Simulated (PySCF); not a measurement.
Compound: cyclo-(Cl2GeNH)2.
Bonds: Ge1–Cl2, Ge1–Cl3, Ge1–N4, Ge1–N8, N4–Ge5, Ge5–Cl6, Ge5–Cl7, Ge5–N8. Hydrogens: H9 on N4; H10 on N8.

A GFN2-xTB structure was refined with PBE0-D3(BJ)/def2-SVP geometry optimisation, gas phase (PySCF 2.14.0). Its GFN2-xTB values:

```csv
coordinate,GFN2-xTB
Ge1–Cl2,2.049 Å
Ge1–Cl3,1.999 Å
Ge1–N4,1.879 Å
N4–H9,0.997 Å
Ge1–N4–Ge5,93.4°
Cl2–Ge1–Cl3,116.0°
Cl2–Ge1–N4,110.8°
Cl2–Ge1–N8,114.5°
N4–Ge1–N8,85.0°
Ge1–N4–Ge5–Cl6,115°
Cl2–Ge1–N4–Ge5,114°
Cl2–Ge1–N8–Ge5,-110°
```

Q: How do these coordinates change at the PBE0-D3(BJ)/def2-SVP level?

A: 
```tsv
coordinate	PBE0-D3(BJ)/def2-SVP (Å or °)	change
Ge1–Cl3	2.137	+0.138
Ge1–Cl2	2.137	+0.088
Ge1–N4	1.822	-0.057
N4–H9	1.010	+0.013
Cl2–Ge1–Cl3	105.4	-10.6
Cl2–Ge1–N4	116.5	+5.7
Cl2–Ge1–N8	116.7	+2.2
Ge1–N4–Ge5	94.4	+1.0
N4–Ge1–N8	85.6	+0.6
Cl2–Ge1–N8–Ge5	-118	-8
Cl2–Ge1–N4–Ge5	118	+4
Ge1–N4–Ge5–Cl6	117	+2
```

The energy falls by 17.5 kcal/mol over 16 energy and gradient evaluations, the largest force component goes from 0.0785 to 4.3e-04 Eh/bohr, and the atoms move by 0.099 Å rms after alignment. The bond that changes most is Ge1–Cl3 (ends: germanium bonded to 2 Cl and 2 N; chlorine bonded to Ge), which lengthens by 0.138 Å. Bonds longer at the end by more than 0.005 Å: 6 of 10; shorter: 4. Among the dihedrals that turn most is Cl2–Ge1–N4–H9, from -67° to -56°. Rotational constants go from 1080, 414.9, 320.2 to 1105, 393.1, 308.8 MHz.

The run used 174 basis functions and 104 SCF cycles in all. On Arm Neoverse N1, one thread, shared host, this took 9.6 min and 0.98 GiB of memory at its peak.

Stationary, but not proved a minimum. The numbers are those of one conformer.
